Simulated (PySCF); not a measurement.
**Potential energy of SbN along the bond**

Set-up: PySCF, scalar-relativistic core potentials, basis sets Sb cc-pVTZ-PP with ECP28, N cc-pVTZ. Energies in eV from Sb + N in their ground configurations at the same level. State: ¹Σ⁺ (singlet), closed shell.

All columns are PBE0. A positive dipole means Sb(−)N(+).

```csv
R (Å),E (eV),μ (D),Mulliken charge on Sb (basis-dependent),HOMO (eV),LUMO (eV),Mayer bond order,⟨S²⟩
1.559,-0.951,-3.27,0.34,-7.54,-1.93,3.10,0.00
1.632,-2.142,-3.40,0.34,-7.70,-2.14,3.07,0.00
1.704,-2.796,-3.50,0.34,-7.82,-2.36,3.04,0.00
1.759,-3.026,-3.56,0.35,-7.89,-2.51,3.02,0.00
1.813,-3.089,-3.62,0.36,-7.86,-2.67,3.00,0.00
1.867,-3.023,-3.66,0.36,-7.72,-2.81,2.99,0.00
1.940,-2.788,-3.71,0.37,-7.56,-3.00,2.97,0.00
2.031,-2.332,-3.76,0.37,-7.38,-3.23,2.96,0.00
2.139,-1.650,-3.80,0.36,-7.19,-3.48,2.95,0.00
2.284,-0.644,-3.84,0.35,-6.98,-3.77,2.95,0.00
```

A fit through these points gives, at Re = 1.810 Å, μ = -3.61 D and dμ/dR = -0.888 D/Å; the reduced mass is 12.55 u.

Question: How strong is the fundamental in the double-harmonic approximation, I = 42.26·(dμ/dR)²/μred km/mol?

Answer: I = 42.26·(-0.888)²/12.55 = 2.66 km/mol at PBE0.

Spin–orbit coupling is left out, which matters for elements this heavy, above all for dissociation energies.
